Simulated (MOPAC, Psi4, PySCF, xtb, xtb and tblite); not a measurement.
Conformational energy of SMILES [SiH2](B)C#N, singlet. Scanned: dihedral H5–B1–Si2–C3; all other coordinates were relaxed at GFN2-xTB. Points at φ and −φ are mirror images.

Geometry of the scan point at 75° (Å):
```
8

B      1.4719     0.1184     0.2637
Si    -0.3023    -0.6212    -0.0966
C     -1.5488     0.7279     0.2916
N     -2.2891     1.5687     0.5333
H      1.8591     0.2590     1.3585
H      2.1842     0.4588    -0.5992
H     -0.6604    -0.9807    -1.4794
H     -0.7670    -1.7330     0.7509
```

Computed with: GFN2-xTB (xtb and tblite); B3LYP/def2-TZVP // GFN2-xTB (Psi4); B3LYP-D3(BJ)/def2-TZVP // GFN2-xTB (Psi4); PBE/def2-TZVP // GFN2-xTB (Psi4); PBE-D3(BJ)/def2-TZVP // GFN2-xTB (Psi4); MP2/cc-pVTZ = DF-MP2 (frozen core)/cc-pVTZ // GFN2-xTB in Psi4 1.11; HF/cc-pVTZ // GFN2-xTB (Psi4); PM3, restricted, heats of formation // GFN2-xTB (MOPAC); PM7, restricted, heats of formation // GFN2-xTB (MOPAC); GFN1-xTB // GFN2-xTB (xtb); RKS-B3LYP/6-31G* = restricted B3LYP/6-31G*, spherical d // GFN2-xTB in PySCF; RMP2/3-21G = PySCF with restricted MP2 (frozen core)/3-21G // GFN2-xTB; RHF/LANL2DZ = restricted Hartree-Fock/LANL2DZ, with its core potentials past Ne // GFN2-xTB (PySCF); RMP2/6-31G* = restricted MP2 (frozen core)/6-31G*, spherical d // GFN2-xTB run with PySCF.

Least-squares fit of E(φ) = a0 + Σ (a_n cos nφ + b_n sin nφ), n = 1 to 4, to the 24 scan points, in kcal/mol above the lowest point of each profile (levels whose profile four harmonics don't fit are not listed):

```
method                    a0     a1    b1     a2    b2    a3    b3     a4    b4  rms of fit
----------------------  ----  -----  ----  -----  ----  ----  ----  -----  ----  ----------
GFN2-xTB                0.08   0.00  0.00   0.07  0.00  0.00  0.00  -0.01  0.00        0.00
B3LYP/def2-TZVP         0.56   0.00  0.00  -0.52  0.00  0.00  0.00  -0.06  0.00        0.01
B3LYP-D3(BJ)/def2-TZVP  0.55   0.00  0.00  -0.50  0.00  0.00  0.00  -0.06  0.00        0.01
PBE/def2-TZVP           0.63  -0.01  0.00  -0.58  0.00  0.00  0.00  -0.06  0.00        0.01
PBE-D3(BJ)/def2-TZVP    0.62  -0.01  0.00  -0.57  0.00  0.00  0.00  -0.07  0.00        0.01
MP2/cc-pVTZ             0.45   0.00  0.00  -0.40  0.00  0.00  0.00  -0.05  0.00        0.01
HF/cc-pVTZ              0.43   0.00  0.00  -0.40  0.00  0.00  0.00  -0.04  0.00        0.01
PM3                     1.85  -0.02  0.00  -1.84  0.00  0.00  0.00  -0.02  0.00        0.02
PM7                     0.57   0.00  0.00  -0.56  0.00  0.00  0.00  -0.01  0.00        0.01
GFN1-xTB                0.27   0.00  0.00   0.21  0.00  0.00  0.00  -0.05  0.00        0.01
RKS-B3LYP/6-31G*        0.54   0.00  0.00  -0.51  0.00  0.00  0.00  -0.04  0.00        0.01
RMP2/3-21G              0.97  -0.01  0.00  -0.94  0.00  0.00  0.00  -0.05  0.00        0.01
RHF/LANL2DZ             0.70  -0.01  0.00  -0.67  0.00  0.00  0.00  -0.04  0.00        0.01
RMP2/6-31G*             0.54   0.00  0.00  -0.51  0.00  0.00  0.00  -0.05  0.00        0.01
```
